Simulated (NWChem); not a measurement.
AlSi₂H₆Cl; SMILES [SiH3][Al]([SiH3])[Cl]

```xyz
10

Al     0.0000     0.0000     0.0065
Cl     0.0000     0.0000     2.1278
Si    -2.2127     0.0035    -1.0554
H     -2.9537    -1.2530    -0.7129
H     -2.1130     0.0911    -2.5468
H     -3.0278     1.1633    -0.5716
Si     2.2127    -0.0035    -1.0554
H      2.1130    -0.0911    -2.5468
H      3.0278    -1.1633    -0.5716
H      2.9537     1.2530    -0.7129
```
Atoms are numbered in this order, from 1.

Program: NWChem. STO-3G and 3-21G are far too small for this property and stand as cheap habits. The geometry was optimised at PBE0/def2-SVP. GIAO values for the isolated, static molecule; σ is the absolute isotropic shielding, δ = σ(reference) − σ with the isolated reference molecule computed at the same levels (1H: tetramethylsilane, 29Si: tetramethylsilane).

For level PBE/pcSseg-1:

- σ Al1 (ppm) = 222.7
- σ Cl2 (ppm) = 719.2
- δ Si3 (ppm) = -129.4
- δ H4 (rotor mean) (ppm) = 3.27

Q: How do the values read with level Hartree-Fock/STO-3G instead?

A: 
| Property | Value |
|---|---|
| σ Al1 (ppm) | 295.2 |
| σ Cl2 (ppm) | 1157.0 |
| δ Si3 (ppm) | -75.5 |
| δ H4 (rotor mean) (ppm) | 1.12 |
